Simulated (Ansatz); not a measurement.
## FHSe2Si: structure from calculated spectroscopic constants

These gas-phase data were calculated for one isomer of FHSe2Si at B3LYP-D3(BJ)/def2-SVP (harmonic, unscaled wavenumbers; equilibrium rotational constants with average atomic masses):

* rotational constants: 2.216, 1.917, 1.097 GHz
* all wavenumbers above 1500 cm⁻¹: 2301
* dipole moment: 1.19 D (PBE0/def2-TZVPD)

Candidates:

(1) `F[Si](=[Se])[SeH]`, a singlet
(2) `F[SiH]1[Se][Se]1`, a singlet

Problem. Which candidate do the data belong to?

Solution. Candidate (2). The band at 2301 cm⁻¹ lies where the Si–H stretch is expected; (1) has no mode between 2000 and 2380 cm⁻¹.

The same quantities for all candidates:

|  | rotational constants (GHz) | wavenumbers above 1500 cm⁻¹ | dipole (D) | E above the lowest, B3LYP-D3(BJ)/def2-SVP (kcal/mol) |
| --- | --- | --- | --- | --- |
| (1) | 4.355, 0.8176, 0.6884 | 2420 | 2.41 | 0.0 |
| (2) | 2.216, 1.917, 1.097 | 2301 | 1.19 | 4.5 |

Each candidate is one conformer. Programs: Ansatz 0.2.0.
